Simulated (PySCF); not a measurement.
Compound: CH8FNSi2.
SMILES: `C[Si@@](N)(F)[SiH3]`

Jobs on this species (13 atoms, 58 electrons) with PySCF (density fitting). Hardware of each: Arm Neoverse V1, one thread, no GPU, shared host. Other jobs ran on the host; a repeat could differ by tens of per cent or more.

```csv
level and settings,work,basis functions,SCF cycles,wall time
B3LYP/6-31G*,"spin–spin couplings from 13 perturbed nuclei, spin–dipole term for 4 of them",94,?,?
B3LYP/cc-pVTZ,"spin–spin couplings from 13 perturbed nuclei, spin–dipole term for 4 of them",270,?,?
"PBE0-D3(BJ)/def2-SVP, grid level 1",geometry optimisation from a GFN2-xTB start,118,125,1.7 min
B3LYP/def2-TZVP,"spin–spin couplings from 13 perturbed nuclei, spin–dipole term for 4 of them",215,13,44 s
```

Q: Fill in the missing figures.

A: 
- B3LYP/6-31G*; spin–spin couplings from 13 perturbed nuclei, spin–dipole term for 4 of them: 13 s, 13 SCF cycles
- B3LYP/cc-pVTZ; spin–spin couplings from 13 perturbed nuclei, spin–dipole term for 4 of them: 62 s, 13 SCF cycles

Q: What do all jobs in the table cost together?

A: About 3.7 min; the longest takes about 46 % of that, and about 7.8 times as long as the shortest.
